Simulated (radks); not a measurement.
Values are calculated unless marked as measured or tabulated.
Spin polarisation of the 4f10 shell in Dy. Start: [Xe] 4f(up 5, down 5) 6s2; electrons of 4f are moved from spin down to spin up, other shells keep equal spins. Level of theory: scalar-relativistic Kohn-Sham, PBE, spin-polarised, spherical densities, finite nucleus; Fermi nuclear charge, rms radius of each element as measured or else 0.836 A^(1/3) + 0.57 fm (a radial shooting solver on a logarithmic mesh with Libxc functionals).

| moment (Bohr magnetons) | E - E(0) (eV) | e(4f up) (eV) | e(4f down) (eV) | 6s down minus up (eV) |
|---|---|---|---|---|
| 0 | 0.000 | -3.113 | -3.113 | 0.000 |
| 1 | -0.183 | -3.466 | -2.735 | 0.028 |
| 2 | -0.732 | -3.794 | -2.332 | 0.055 |
| 3 | -1.646 | -4.095 | -1.904 | 0.083 |
| 4 | -2.924 | -4.369 | -1.452 | 0.112 |

At moment 4 the spin-polarisation energy is -2.924 eV and the 4f exchange splitting 2.917 eV, that is 0.729 eV per Bohr magneton; E = -I m^2/4 would give I = 0.731 eV.
